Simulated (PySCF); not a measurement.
Be(I)(NMe2) (C2H6BeIN), SMILES C[N](C)[Be][I].

The structure is a stationary point at PBE0-D3(BJ)/def2-SVP. The structure was generated by enumeration; whether it is a known compound was not checked. The def2 effective core potentials stand for the cores of I; spin–orbit coupling is left out. Other conformers were not sampled.

Calculation: C-PCM-M06-2X/def2-SVP in PySCF.

The values are the electrostatic part of the solvation free energy, E(continuum) − E(gas) at the gas-phase geometry, in a cavity of scaled van der Waals radii (PySCF's table); cavitation and dispersion terms are not included. A continuum can't describe solvent molecules that bind to the metal. In vacuum the orbital gap is 8.18 eV. The dipole moment in vacuum is 2.33 D.

Computed values in water (ε = 78.36), n-hexane (ε = 1.88), N,N-dimethylformamide (ε = 37.22):
| solvent | ε | ΔG(elec) (kcal/mol) | dipole (D) | gap (eV) |
|---|---|---|---|---|
| water | 78.36 | -4.2 | 2.96 | 8.34 |
| n-hexane | 1.88 | -1.8 | 2.60 | 8.25 |
| N,N-dimethylformamide | 37.22 | -4.1 | 2.95 | 8.33 |
